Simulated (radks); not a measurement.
Neutral europium, configuration [Xe] 4f7 6s2. Calculated with a radial shooting solver on a logarithmic mesh with Libxc functionals: Dirac Kohn-Sham, PBEsol, spin-unpolarised, spherical densities, finite nucleus; open shells fill j = l - 1/2 first; Fermi nuclear charge, rms radius 5.1115 fm. Some entries of the table are withheld. Estimate them.

orbital  occ.  eigenvalue (hartree)  r(max) (bohr)  <r> (bohr)
1s1/2       2             -1774.716        0.01420     0.02233
2s1/2       2             -291.2949        0.08075     0.09462
2p1/2       2             -276.4043        0.06108     0.07908
2p3/2       4             -252.6053        0.06681     0.08581
3s1/2       2             -64.07835         0.2292      0.2493
3p1/2       2             -57.63906         0.2163      0.2389
3p3/2       4             -52.78875         0.2284      0.2518
3d3/2       4             -41.62696         0.1818      0.2236
3d5/2       6             -40.57114         0.1852      0.2276
4s1/2       2             -12.70435         0.5278      0.5662
4p1/2       2             -10.21718            (1)      0.5793
4p3/2       4              -9.14514            (2)      0.6088
4d3/2       4              -5.04809            (3)      0.6486
4d5/2       6              -4.85584            (4)      0.6591
5s1/2       2                   (5)          1.234       1.382
5p1/2       2              -0.97089          1.351       1.563
5p3/2       4              -0.83102          1.430       1.664
6s1/2       2              -0.13367          3.618       4.251
4f5/2       6              -0.10716         0.5903      0.9715
4f7/2       1              -0.08464         0.5956      0.9947
5d3/2       0              -0.06168          2.121       3.277
5d5/2       0              -0.05497          2.189       3.418
6p1/2       0              -0.04854          4.705       5.717
6p3/2       0              -0.04125          4.975       6.078

Answer. 
(1) 4p1/2 r(max) (bohr): 0.5328
(2) 4p3/2 r(max) (bohr): 0.5589
(3) 4d3/2 r(max) (bohr): 0.5686
(4) 4d5/2 r(max) (bohr): 0.5772
(5) 5s1/2 eigenvalue (hartree): -1.63710
